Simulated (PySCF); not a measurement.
Br$_{2}$Si (SMILES Br[Si]Br), singlet, at a GFN2-xTB geometry. Base run: DF-M06/6-311G** (PySCF).

Here is a job for PySCF.
```python
from pyscf import gto, scf, dft

mol = gto.Mole()
mol.atom = '''
    Si   -0.023069   -0.004418    1.207079
    Br    0.952963   -1.451625   -0.228608
    Br   -0.943735    1.453392   -0.254224
'''
mol.basis = '6-311g**'
mol.charge = 0
mol.spin = 0
mol.verbose = 4
mol.build()

mf = dft.RKS(mol)
mf.xc = 'm06'
mf = mf.density_fit(auxbasis='def2-universal-jkfit')
mf.kernel()
```

Each row names what was changed in the base input (with any setting that the change needs).

```json
[
 {"change": "base", "ΔE vs base (mEh)": "0.000", "grid points": "60032", "electrons on the grid": "84.00000"},
 {"change": "grids.level = 5", "ΔE vs base (mEh)": "0.004", "grid points": "133024", "electrons on the grid": "84.00000"},
 {"change": "grids.atom_grid = (150, 974)", "ΔE vs base (mEh)": "-0.004", "grid points": "215656", "electrons on the grid": "84.00000"},
 {"change": "grids.level = 0", "ΔE vs base (mEh)": "-328.0", "grid points": "6520", "electrons on the grid": "83.99872"},
 {"change": "grids.level = 4", "ΔE vs base (mEh)": "-0.009", "grid points": "89296", "electrons on the grid": "84.00000"},
 {"change": "grids.radi_method = delley", "ΔE vs base (mEh)": "0.079", "grid points": "60992", "electrons on the grid": "84.00000"},
 {"change": "grids.radi_method = mura_knowles", "ΔE vs base (mEh)": "0.067", "grid points": "55984", "electrons on the grid": "84.00000"},
 {"change": "grids.atom_grid = (99, 590)", "ΔE vs base (mEh)": "0.002", "grid points": "86784", "electrons on the grid": "84.00000"},
 {"change": "grids.level = 7", "ΔE vs base (mEh)": "-0.006", "grid points": "260216", "electrons on the grid": "84.00000"},
 {"change": "grids.level = 2", "ΔE vs base (mEh)": "0.149", "grid points": "38080", "electrons on the grid": "83.99998"},
 {"change": "small_rho_cutoff = 0", "ΔE vs base (mEh)": "0.000", "grid points": "60032", "electrons on the grid": "84.00000"}
]
```
